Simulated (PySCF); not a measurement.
# SnCl⁺, MP2: how much the basis matters

PySCF, RHF reference; singlet, unpaired electrons none; De to Sn⁺ + Cl without counterpoise correction. Frozen cores follow the default of each basis and core potential.

```csv
basis,relativity,functions,Re (Å),ωe (cm⁻¹),De (eV),frozen orbitals
def2-SVP,scalar-relativistic core potentials,44,2.287,441,3.85,9
cc-pVDZ-PP/cc-pV(D+d)Z,scalar-relativistic core potentials,46,2.287,430,3.79,9
def2-TZVPPD,scalar-relativistic core potentials,107,2.252,441,4.27,9
```

Problem. How does each smaller set differ from the one with most functions, def2-TZVPPD?

Solution. def2-SVP: +3.5 pm, +0.0 % in ωe, -0.42 eV in De; cc-pVDZ-PP/cc-pV(D+d)Z: +3.5 pm, -2.5 % in ωe, -0.48 eV in De. All at MP2; the set with most functions is neither the basis-set limit nor always the best.

Correlated steps freeze 9 core orbitals. Correlated levels converge slowly with the basis: in double zeta they bind strong bonds too weakly, by up to about 1 eV, and carry superposition errors of some tenths. Spin–orbit coupling is left out, which matters for elements this heavy, above all for dissociation energies. For an ion De counts to the pair picked by the measured ionisation energies or electron affinities, which need not be the lowest pair at this level. Where the molecule has an RHF reference, its open-shell atoms are computed with UHF.
